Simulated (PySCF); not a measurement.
SMILES C[SiH2]O[Si](C)(C)O[SiH3] (C3H14O2Si3), singlet at its GFN2-xTB optimised geometry (Å):

```
22

Si    -0.5519     2.0830     0.0000
O     -1.0596     1.4692    -1.4059
Si    -1.3099     0.2386    -2.4434
C     -3.0675     0.4083    -3.1268
C      0.0576     0.2764    -3.7562
O     -1.2192    -1.1684    -1.6342
Si    -0.7746    -2.0719    -0.3603
C      1.0132    -1.6902     0.1461
H     -1.0987     3.4378     0.0000
H     -1.0654     1.2723     1.1053
H      0.9142     2.0830     0.0000
H     -3.2963    -0.3965    -3.8174
H     -3.1932     1.3466    -3.6568
H     -3.8029     0.3776    -2.3287
H      1.0405     0.2031    -3.2998
H     -0.0451    -0.5491    -4.4531
H      0.0284     1.1982    -4.3282
H     -1.7026    -1.7862     0.7391
H     -0.9223    -3.4378    -0.8685
H      1.7026    -1.8685    -0.6756
H      1.3313    -2.3089     0.9800
H      1.1219    -0.6502     0.4444
```

Calculation: B3LYP/def2-SVP (PySCF 2.14.0). Cells within 0.4 Å of a nucleus heavier than hydrogen are left out (blank, or x).

Map of the electron localisation function on the plane z = 0.0 Å:

```
|000000000000000000000000000|
|000000000133100000000000000|
|000000005999820000000000000|
|000000039999950000000000000|
|000000069999960000000000000|
|000000059999951355100000000|
|000000027999746999700000000|
|000000001541309999920000000|
|00000000010xx09999940000000|
|000000000113709999920000000|
|000000000132028998300000000|
|000000000012111100000000000|
|000000000000000000000000000|
|000000000000001797200000000|
|000000000000006999300000000|
|000000000111136997200000000|
|000000135651387456410000000|
|000000379911099xx7730000000|
|00000026980x279347630000000|
|000000125510067544210000000|
|000000001366422111000000000|
|000000001489820000000000000|
|000000001699920000000000000|
|000000001699820000000000000|
|000000000267510000000000000|
|000000000000000000000000000|
|000000000000000000000000000|
```
Scale: ten equal steps from 0.000 (start of '0') to 1.000 (end of '9'), in the order '0123456789'; x runs from -5.50 to 5.50, y from -5.50 (bottom) to 5.50 (top).
